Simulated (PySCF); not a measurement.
Job file and geometry (Å, from GFN2-xTB) of a spin–spin coupling run on SMILES C=C[CH2][Ga]([F])[Br], C3H5BrFGa, PySCF 2.14.0, density-fitted response routines, B3LYP/pcJ-1 Br:pcSseg-1 Ga:pcSseg-1 indirect spin-spin coupling, non-relativistic, gas phase; density fitting, a coarse starting grid and PySCF grid level 2 are the driver's defaults:

```
$ OMP_NUM_THREADS=1 python probes_run.py task.json out

{"job": {"kind": "j", "xc": "B3LYP", "basis": "pcJ-1"}, "charge": 0, "multiplicity": 1}
C     -1.695929     0.329769    -0.667894
C     -0.897942     0.454524     0.384913
C      0.071419    -0.577339     0.807871
Ga     1.897084    -0.194767    -0.133676
F      3.401168    -0.968168     0.398757
Br     2.176506     1.210123    -1.939587
H     -1.686564    -0.556915    -1.283505
H     -2.395484     1.099602    -0.942108
H     -0.921367     1.361926     0.977142
H      0.276988    -0.574353     1.879975
H     -0.220454    -1.581731     0.492147
```

Q: Write the output of this run.

A: 
```
coarse grid: 47952 points
cycle   1  E = -4715.6821231430  dE = -1.331e+00  |g| = 1.471e+00  |ddm| = 3.101e+00
cycle   2  E = -4715.1444162265  dE =  5.377e-01  |g| = 2.297e+00  |ddm| = 2.141e+00
cycle   3  E = -4715.8497198793  dE = -7.053e-01  |g| = 5.157e-01  |ddm| = 1.616e+00
cycle   4  E = -4715.8856923343  dE = -3.597e-02  |g| = 1.720e-01  |ddm| = 3.582e-01
cycle   5  E = -4715.8896015894  dE = -3.909e-03  |g| = 3.963e-02  |ddm| = 1.425e-01
cycle   6  E = -4715.8898138469  dE = -2.123e-04  |g| = 1.111e-02  |ddm| = 3.712e-02
cycle   7  E = -4715.8898376811  dE = -2.383e-05  |g| = 4.619e-03  |ddm| = 1.036e-02
cycle   8  E = -4715.8898419852  dE = -4.304e-06  |g| = 1.370e-03  |ddm| = 3.868e-03
final grid: 98456 points
cycle   9  E = -4715.8897339828  dE =  7.665e-07  |g| = 2.360e-03  |ddm| = 3.269e-03
cycle  10  E = -4715.8897306738  dE =  3.309e-06  |g| = 4.376e-03  |ddm| = 5.071e-03
cycle  11  E = -4715.8897352948  dE = -4.621e-06  |g| = 3.448e-04  |ddm| = 3.314e-03
cycle  12  E = -4715.8897353198  dE = -2.505e-08  |g| = 3.062e-05  |ddm| = 2.682e-04
cycle  13  E = -4715.8897353200  dE = -1.346e-10  |g| = 1.053e-05  |ddm| = 2.936e-05
converged SCF energy = -4715.8897353200

Indirect spin-spin couplings (Hz)
  i      j    bonds     total        FC       PSO       DSO        SD
  0 C    1 C    1     77.412    87.044    -9.815     0.182         -
  0 C    2 C    2      0.563     0.699    -0.133    -0.003         -
  0 C    4 F    4      3.388     4.057     0.417    -0.412    -0.673
  0 C    6 H    1    161.343   160.148     0.493     0.702         -
  0 C    7 H    1    168.021   166.923     0.465     0.632         -
  0 C    8 H    2      1.067     2.691    -1.183    -0.442         -
  0 C    9 H    3     10.413    10.428     0.397    -0.412         -
  0 C   10 H    3      7.185     7.413    -0.320     0.091         -
  1 C    2 C    1     46.103    47.792    -1.963     0.274         -
  1 C    4 F    3     -1.361    -1.230    -0.022    -0.500     0.390
  1 C    6 H    2     -1.611     0.177    -1.400    -0.388         -
  1 C    7 H    2     -0.284     1.421    -1.269    -0.436         -
  1 C    8 H    1    162.772   161.536     0.267     0.969         -
  1 C    9 H    2     -4.408    -4.313    -0.068    -0.027         -
  1 C   10 H    2     -4.601    -4.417    -0.170    -0.014         -
  2 C    4 F    2      4.692     8.966    -6.094    -0.458     2.278
  2 C    6 H    3     10.407    10.366    -0.116     0.158         -
  2 C    7 H    3     15.414    15.382     0.419    -0.387         -
  2 C    8 H    2      8.175     8.247     0.000    -0.072         -
  2 C    9 H    1    151.567   149.509     0.967     1.091         -
  2 C   10 H    1    148.152   146.080     0.944     1.128         -
  4 F    6 H    5     -4.356    -2.780     0.339    -1.282    -0.633
  4 F    7 H    5     -2.804    -2.522     0.579    -1.467     0.606
  4 F    8 H    4      0.502     1.457     0.447    -1.584     0.183
  4 F    9 H    3     -6.501    -4.862    -0.639    -0.505    -0.495
  4 F   10 H    3     -3.592    -2.154    -0.051    -1.088    -0.299
  6 H    7 H    2      0.224    -0.298     3.813    -3.291         -
  6 H    8 H    3     17.700    17.929     2.788    -3.017         -
  6 H    9 H    4     -0.893    -1.013     1.474    -1.354         -
  6 H   10 H    4     -0.867    -1.337    -1.282     1.752         -
  7 H    8 H    3     11.596    11.761     0.238    -0.403         -
  7 H    9 H    4      0.749     0.664     1.620    -1.536         -
  7 H   10 H    4     -1.073    -1.165     1.505    -1.413         -
  8 H    9 H    3      7.605     7.127     0.137     0.341         -
  8 H   10 H    3     12.861    12.587     2.632    -2.358         -
  9 H   10 H    2    -11.034   -12.190     2.737    -1.580         -
```

Size and cost of the density-fitted run: 240 basis functions, 2.3 min wall time on 1 thread of an Arm Neoverse V1, shared host; peak memory 0.99 GiB.
